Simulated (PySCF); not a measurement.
Ho (holmium, neutral): UHF calculation

Configuration: [Xe] 4f12 6s1, one real determinant (an excited configuration). Calculation: PySCF 2.14, in cc-pVDZ-X2C; scalar relativity by spin-free X2C-1e.

| Property | Result |
| --- | --- |
| Total energy | -12610.845129 hartree |
| One-electron energy | -17310.9662 hartree |
| Hartree (Coulomb) energy | 4970.4445 hartree |
| Exchange energy | -270.3234 hartree |
| ⟨S²⟩ | 3.7701 |
| ⟨L²⟩ | 24.236 |
| Sum of ⟨r⟩ | 42.86 bohr |
| Sum of ⟨r²⟩ | 72.76 bohr² |
| Traceless quadrupole moment −½Σ⟨3z² − r²⟩ along its main axis | 0.446 e·bohr² |
| Langevin diamagnetic susceptibility | -57.6 ×10⁻⁶ cm³/mol |

```json
{"shell": "1s α", "electrons": "1", "mean orbital energy (hartree)": "-2053.75364", "spread (hartree)": "0", "rms radius, mean of both spins (bohr)": "0.0236"}
{"shell": "1s β", "electrons": "1", "mean orbital energy (hartree)": "-2053.75252", "spread (hartree)": "0", "rms radius, mean of both spins (bohr)": "0.0236"}
{"shell": "2s α", "electrons": "1", "mean orbital energy (hartree)": "-347.91560", "spread (hartree)": "0", "rms radius, mean of both spins (bohr)": "0.0952"}
{"shell": "2s β", "electrons": "1", "mean orbital energy (hartree)": "-347.91241", "spread (hartree)": "0", "rms radius, mean of both spins (bohr)": "0.0952"}
{"shell": "2p α", "electrons": "3", "mean orbital energy (hartree)": "-308.60237", "spread (hartree)": "0.00801", "rms radius, mean of both spins (bohr)": "0.0859"}
{"shell": "2p β", "electrons": "3", "mean orbital energy (hartree)": "-308.59981", "spread (hartree)": "0.00718", "rms radius, mean of both spins (bohr)": "0.0859"}
{"shell": "3s α", "electrons": "1", "mean orbital energy (hartree)": "-79.45128", "spread (hartree)": "0", "rms radius, mean of both spins (bohr)": "0.245"}
{"shell": "3s β", "electrons": "1", "mean orbital energy (hartree)": "-79.39695", "spread (hartree)": "0", "rms radius, mean of both spins (bohr)": "0.245"}
{"shell": "3p α", "electrons": "3", "mean orbital energy (hartree)": "-67.15137", "spread (hartree)": "0.04889", "rms radius, mean of both spins (bohr)": "0.245"}
{"shell": "3p β", "electrons": "3", "mean orbital energy (hartree)": "-67.09059", "spread (hartree)": "0.02366", "rms radius, mean of both spins (bohr)": "0.245"}
{"shell": "3d α", "electrons": "5", "mean orbital energy (hartree)": "-51.20883", "spread (hartree)": "0.04801", "rms radius, mean of both spins (bohr)": "0.225"}
{"shell": "3d β", "electrons": "5", "mean orbital energy (hartree)": "-51.14339", "spread (hartree)": "0.02445", "rms radius, mean of both spins (bohr)": "0.225"}
{"shell": "4s α", "electrons": "1", "mean orbital energy (hartree)": "-16.42709", "spread (hartree)": "0", "rms radius, mean of both spins (bohr)": "0.552"}
{"shell": "4s β", "electrons": "1", "mean orbital energy (hartree)": "-16.28925", "spread (hartree)": "0", "rms radius, mean of both spins (bohr)": "0.552"}
{"shell": "4p α", "electrons": "3", "mean orbital energy (hartree)": "-12.28477", "spread (hartree)": "0.08293", "rms radius, mean of both spins (bohr)": "0.587"}
{"shell": "4p β", "electrons": "3", "mean orbital energy (hartree)": "-12.13366", "spread (hartree)": "0.01789", "rms radius, mean of both spins (bohr)": "0.587"}
{"shell": "4d α", "electrons": "5", "mean orbital energy (hartree)": "-6.53306", "spread (hartree)": "0.09622", "rms radius, mean of both spins (bohr)": "0.647"}
{"shell": "4d β", "electrons": "5", "mean orbital energy (hartree)": "-6.33758", "spread (hartree)": "0.08648", "rms radius, mean of both spins (bohr)": "0.647"}
{"shell": "5s α", "electrons": "1", "mean orbital energy (hartree)": "-2.03938", "spread (hartree)": "0", "rms radius, mean of both spins (bohr)": "1.41"}
{"shell": "5s β", "electrons": "1", "mean orbital energy (hartree)": "-1.98676", "spread (hartree)": "0", "rms radius, mean of both spins (bohr)": "1.41"}
{"shell": "5p α", "electrons": "3", "mean orbital energy (hartree)": "-1.00223", "spread (hartree)": "0.03651", "rms radius, mean of both spins (bohr)": "1.71"}
{"shell": "5p β", "electrons": "3", "mean orbital energy (hartree)": "-0.96559", "spread (hartree)": "0.01529", "rms radius, mean of both spins (bohr)": "1.71"}
{"shell": "4f α", "electrons": "7", "mean orbital energy (hartree)": "-0.20983", "spread (hartree)": "0.10407", "rms radius, mean of both spins (bohr)": "1.08"}
{"shell": "6s α", "electrons": "1", "mean orbital energy (hartree)": "-0.15463", "spread (hartree)": "0", "rms radius, mean of both spins (bohr)": "5.43"}
{"shell": "4f β", "electrons": "5", "mean orbital energy (hartree)": "-0.11401", "spread (hartree)": "0.09345", "rms radius, mean of both spins (bohr)": "1.08"}
```

⟨L²⟩ = 24.24 against 30 for a pure H term, so this real determinant mixes terms. Spin-orbit coupling, absent here, splits the open shell strongly.

Densities and radii are taken from the X2C orbitals without a picture-change correction, which distorts them close to the nucleus.

Spin-orbit constants ζ (cm⁻¹) from the X2C one-electron operator on these orbitals: bare nucleus, nucleus screened by l(l+1)(2l+1)/3 electrons, and screened by the Breit-Pauli mean field of the electrons.

| shell | bare | screened nucleus | mean field |
| --- | --- | --- | --- |
| 2p | 4410000 | 4279000 | n/a |
| 3p | 930600 | 902900 | n/a |
| 3d | 145700 | 124000 | n/a |
| 4p | 203500 | 197400 | n/a |
| 4d | 26810 | 22810 | n/a |
| 4f | 3696 | 2151 | n/a |
| 5p | 22180 | 21520 | n/a |

To first order the Landé constant is A = -717.1 cm⁻¹, so the lowest level has J = 13/2 and lies 0.667 eV below the centre of the term. This holds in LS coupling only.
